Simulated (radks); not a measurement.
Values are calculated unless marked as measured or tabulated.
Species: the samarium ion Sm3+. Configuration: [Xe] 4f5 (the NIST ground configuration). Level of theory: scalar-relativistic Kohn-Sham, PBE, spin-polarised, spherical densities, finite nucleus; open shells are filled with parallel spins first (spin-orbit coupling, left out, can overturn this in heavy ions); Fermi nuclear charge, rms radius 5.0819 fm (a radial shooting solver on a logarithmic mesh with Libxc functionals).

Normalised radial functions P(r) = r R(r), r in bohr:

```
   r/bohr * 5p up (the largest magnitude, 0.911, reaches the edge; | marks zero)
 0.002468                             *
 0.003742                             *
 0.005672                             |*
 0.008599                             |*
  0.01303                             | *
  0.01976                             |  *
  0.02995                             |    *
  0.04577                             |      *
  0.06938                             |    *
   0.1052                            *|
   0.1594                    *        |
   0.2417                       *     |
   0.3664                             |        *
   0.5554                             |            *
   0.8419                    *        |
    1.276  *                          |
    1.935        *                    |
    2.956                       *     |
    4.481                            *|
```

5p up: eigenvalue -50.698 eV, 3 radial nodes at r = 0.0984, 0.290, 0.731 bohr, <r> = 1.57 bohr, 90 % of the charge inside 2.28 bohr.
